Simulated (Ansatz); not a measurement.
CH₆FNOSi, SMILES `NC[SiH](O)F`, 11 atoms. The species carries charge 0 and has multiplicity 1. All runs use 4 threads of an Arm Neoverse V1 on a shared host. Correlated methods freeze the cores.

(1) Give the basis size and wall time and peak host memory of each of these runs in Ansatz. RKS B3LYP-D4/def2-TZVPP energy and forces; direct RPA on PBE orbitals/def2-TZVPP energy; RKS PBE0-D4/def2-TZVPP energy; RKS B97M-V/def2-TZVPP energy; RKS ωB97M-V/def2-QZVPP energy; RHF-CCSD(T)/def2-SVP energy; RHF-CCSD(T)/def2-TZVPP energy; RKS PBE0-D4/def2-QZVPP energy; RKS PBE-QIDH (frozen core)/def2-TZVPP energy; RHF-MP2/def2-QZVPP energy; RKS ωB97M-V/def2-SVP energy; RKS PBE0-D4/def2-TZVP relaxation (15 steps). (Estimate.)

## Answers

(1) Ansatz gave: Other jobs shared the machine, so times are rough.

```
                                level                    job  functions  wall time  peak host memory (GiB)
               RKS PBE0-D4/def2-TZVPP                 energy        250      3.1 s                    0.58
                 RKS ωB97M-V/def2-SVP                 energy        104      4.3 s                    0.32
              RKS B3LYP-D4/def2-TZVPP      energy and forces        250      4.7 s                    0.69
direct RPA on PBE orbitals/def2-TZVPP                 energy        250        6 s                     0.6
RKS PBE-QIDH (frozen core)/def2-TZVPP                 energy        250        6 s                    0.65
                 RHF-CCSD(T)/def2-SVP                 energy        104        6 s                    0.48
               RKS PBE0-D4/def2-QZVPP                 energy        478      8.5 s                     1.6
                RKS B97M-V/def2-TZVPP                 energy        250       10 s                     0.4
               RKS ωB97M-V/def2-QZVPP                 energy        478       20 s                       2
                   RHF-MP2/def2-QZVPP                 energy        478       24 s                       3
                RKS PBE0-D4/def2-TZVP  relaxation (15 steps)        197       55 s                    0.47
               RHF-CCSD(T)/def2-TZVPP                 energy        250    3.4 min                     5.6
```

B3LYP here is the variant with VWN-RPA as its local correlation; programs differ in this.
